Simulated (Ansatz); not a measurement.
A run on CH$_{5}$AlBClO with other settings.

```yaml
crystal:
  periodic: [false, false, false]
  atoms:
    - {symbol: C, position_ang: [-0.847162, -1.659231, 0.375937]}
    - {symbol: B, position_ang: [-0.176412, -0.261690, -0.039532]}
    - {symbol: Cl, position_ang: [1.555566, -0.095804, 0.811309]}
    - {symbol: O, position_ang: [-0.569673, 0.784274, -0.662692]}
    - {symbol: Al, position_ang: [0.943936, 1.884522, -0.573450]}
    - {symbol: H, position_ang: [-0.101419, -2.525708, 0.032749]}
    - {symbol: H, position_ang: [-0.909509, -1.653630, 1.407016]}
    - {symbol: H, position_ang: [-1.818444, -1.595608, -0.029128]}
    - {symbol: H, position_ang: [0.776032, 3.054488, 0.424701]}
    - {symbol: H, position_ang: [1.641105, 2.047071, -1.865496]}
basis:
  gaussian: {orbitals: cc-pVTZ, final_grid: {core_spheres: 5, valence_spheres: 4, degree: 11}}
hamiltonian: {xc: {name: rPW86-PBE}, dispersion: d3bj}
```

```sh
$ ansatz run in.yaml --threads 4 --pin off --events-out ev --progress --plain --max-ram 10444MiB
```

Output, abridged:

```
Functional definition: rPW86-PBE
1389 factors; their error is unknown
mean field evaluation 1: about -22977.7745 eV, gradient 8.8e1 eV
mean field evaluation 2: about -22913.6711 eV, gradient 1.8e2 eV
mean field evaluation 4: about -22992.3757 eV, gradient 1.7e1 eV
mean field evaluation 8: about -22992.9896 eV, gradient 1.4e-1 eV
mean field evaluation 16: about -22992.9716 eV, gradient 1.1e-3 eV
mean field -22992.97158555 eV, -844.9761205731 hartree, gradient 7.2e-5 eV, S^2 0.000000; 0 other end points of the search recorded, 0 dependent functions left out
reference -22992.97173424 eV, -844.9761260373 hartree; 27, 27 occupied and 201, 201 virtual orbitals, 1389 factors
Total energy: -22993.19292640 eV, -844.9842546993 hartree
```

Run time 1.3 s (4 threads of an Arm Neoverse V2 on a shared host); peak host memory 0.47 GiB.
